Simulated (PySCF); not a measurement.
**[Nd(NH3)3]3+ relaxed at several levels**

Computed with PySCF 2.14.0, def2-SVP on the ligands, density fitting, scalar-relativistic core potentials, no spin-orbit coupling, vacuum. Each row is relaxed at its own level from the same template. Distances are means of the shortest metal–ligand contacts, charges and spins Mulliken's; removal energies are rigid, with the ligand's formal charge and no counterpoise, so too large; for an anion taken off a cation in vacuum most of it is the attraction of opposite charges, and multiply charged cations can part far more cheaply with an electron moved from ligand to metal. lcecp potentials hold a fixed number of 4f electrons in the core, out of states, spins and gaps.

| level | basis on the metal | point group | M–NH3 (Å) | charge on M (e) | removal of one NH3 (eV) | strongest infrared band, degenerate modes summed (cm⁻¹) | unstable modes (below −25 cm⁻¹) |
| --- | --- | --- | --- | --- | --- | --- | --- |
| PBE | lcecp-1-SVP with ECP49 | C3 | 2.482 | 1.72 | 3.91 | 3239 | 0 (lowest -16 cm⁻¹, within noise) |
| r2SCAN | lcecp-1-SVP with ECP49 | C3 | 2.484 | 1.85 | 3.82 | – | not given |

Task: What does the calculation give for PBE0, lcecp-1-SVP with ECP49?

Result: point group: C3, M–NH3 (Å): 2.474, charge on M (e): 1.85, removal of one NH3 (eV): 3.85, strongest infrared band, degenerate modes summed (cm⁻¹): 3351, unstable modes (below −25 cm⁻¹): 0 (lowest -14 cm⁻¹, within noise).
```xyz
13

Nd    0.0000    0.0000    0.7373
N     2.3556   -0.0005   -0.0174
H     3.0423   -0.2715    0.7112
H     2.5869   -0.6413   -0.7981
H     2.7237    0.9092   -0.3496
N    -1.1774    2.0402   -0.0174
H    -1.2860    2.7705    0.7112
H    -0.7380    2.5610   -0.7981
H    -2.1493    1.9042   -0.3496
N    -1.1782   -2.0398   -0.0174
H    -1.7563   -2.4989    0.7112
H    -1.8489   -1.9196   -0.7981
H    -0.5744   -2.8134   -0.3496
```

Members with unstable modes aren't minima as they stand: saddle points kept by symmetry or, where the modes are soft, flat surfaces and noise. Moved off a saddle point of the template and relaxed again: PBE, PBE0, r2SCAN. One start shape was tried for each, so a minimum needn't be the lowest isomer.
